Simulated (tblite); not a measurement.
C6H9NO.
Atom-mapped SMILES: `[CH3:1][CH:2]([CH3:3])[c:4]1[cH:5][o:6][cH:7][n:8]1` (hydrogens: H9, H10, H11 on C1; H12 on C2; H13, H14, H15 on C3; H16 on C5; H17 on C7)

Computed geometry: GFN2-xTB, gas phase.

(1) Give the optimised bond lengths and angles.

Answers

(1) 
```
                  bond  length (Å)
          C1–C2, C2–C3       1.529
                 C2–C4       1.492
                 C4–C5       1.362
                 C5–O6       1.354
                 O6–C7       1.336
                 C7–N8       1.289
                 C4–N8       1.373
C1–H9 and 5 like bonds       1.087
                C2–H12       1.096
                C5–H16       1.070
                C7–H17       1.072
```

Bonds in one row agree within 0.01 Å and their mean is given. A selection of angles:
```
    angle  degrees
 C2–C1–H9    110.5
C2–C1–H10    110.3
H9–C1–H10    108.7
 C1–C2–C3    110.7
 C1–C2–C4    109.5
C1–C2–H12    109.4
C4–C2–H12    108.1
 C2–C4–C5    130.2
 C2–C4–N8    122.1
 C5–C4–N8    107.7
 C4–C5–O6    108.3
C4–C5–H16    133.5
O6–C5–H16    118.2
 C5–O6–C7    104.4
 O6–C7–N8    114.3
O6–C7–H17    119.3
N8–C7–H17    126.4
 C4–N8–C7    105.2
```

Torsions: C1–C2–C4–C5 119° (anticlinal).

The C–C distances run from 1.362 Å (C4–C5, aromatic) to 1.529 Å (C1–C2, drawn single), a spread of 0.167 Å. The C–N distances run from 1.289 Å (C7–N8, aromatic) to 1.373 Å (C4–N8, aromatic), a spread of 0.084 Å. The 5-membered ring C4–C5–O6–C7–N8 has internal angles of 104.4° to 114.3°; it is planar, 0.00 Å rms from its mean plane, widest ring torsion 0°. Of the pairs four or more bonds apart, N8···H15 is among the closest relative to their van der Waals radii: 2.74 Å, 100 % of the sum of Bondi's values. O6 (furan-type oxygen) is bent (angle 104.4°).

Point group: Cs (every atom within 0.08 Å of its image). Its GFN2-xTB frequencies are all real (lowest 38 cm⁻¹). One conformer, not necessarily the lowest.
